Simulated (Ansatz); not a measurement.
The pair A = C2H3N (SMILES CC#N) (first 6 atoms), B = CH5N (SMILES CN); geometry from B3LYP-D3(BJ)/def2-TZVP.
(charge 0, multiplicity 1):
| atom | x (Å) | y (Å) | z (Å) |
|---|---|---|---|
| C | 0.1925 | 1.3018 | 0.1628 |
| C | -0.6366 | 0.1087 | 0.1424 |
| N | -1.2926 | -0.8356 | 0.1621 |
| H | -0.2892 | 2.1057 | -0.3942 |
| H | 0.3242 | 1.6020 | 1.2047 |
| H | 1.1636 | 1.0938 | -0.2870 |
| C | 0.6472 | -0.5526 | 3.5374 |
| N | -0.3609 | 0.4899 | 3.3317 |
| H | 1.5700 | -0.0977 | 3.9012 |
| H | 0.8661 | -1.0292 | 2.5812 |
| H | 0.3553 | -1.3405 | 4.2429 |
| H | -0.6064 | 0.9291 | 4.2108 |
| H | -1.2093 | 0.0827 | 2.9547 |

Cores are frozen in the correlated methods. MP2 and its Hartree–Fock in aug-cc-pVTZ are density fitted.

Codes used: Ansatz (Gaussian orbitals). 

The counterpoise-corrected interaction energy is E(AB) − E(A in the pair's basis) − E(B in the pair's basis). Total energies (hartree):

```tsv
level	AB	A in the pair's basis	B in the pair's basis
HF/aug-cc-pVDZ	-227.1776294	-131.9436421	-95.2310466
MP2/aug-cc-pVDZ	-227.9628054	-132.3815421	-95.5743975
HF/aug-cc-pVTZ	-227.2334499	-131.9751123	-95.2554342
MP2/aug-cc-pVTZ	-228.1724452	-132.4975270	-95.6674031
CCSD(T)/aug-cc-pVDZ	-228.0420356	-132.4210657	-95.6144799
```

Q: Work out the counterpoise-corrected interaction energy at the basis-set limit: extrapolate the MP2 correlation part as X⁻³, take Hartree–Fock from the larger set, and add the CCSD(T) − MP2 difference of aug-cc-pVDZ.

A: 
1. Differences (1 hartree = 627.509 kcal/mol): HF/aug-cc-pVDZ -1.845; MP2/aug-cc-pVDZ -4.308; HF/aug-cc-pVTZ -1.822; MP2/aug-cc-pVTZ -4.716; CCSD(T)/aug-cc-pVDZ -4.073.
2. Correlation parts, MP2 less HF: -2.463 in aug-cc-pVDZ (X = 2), -2.894 in aug-cc-pVTZ (X = 3).
3. Limit (3³·(-2.894) − 2³·(-2.463))/(3³ − 2³) = -3.075; with HF/aug-cc-pVTZ it gives -4.897.
4. CCSD(T) less MP2 in aug-cc-pVDZ: 0.236.
Result: -4.66 kcal/mol, against -4.31 at MP2/aug-cc-pVDZ. It is an estimate of this method's limit, not of the exact value.

Ansatz is a program for electronic structure.
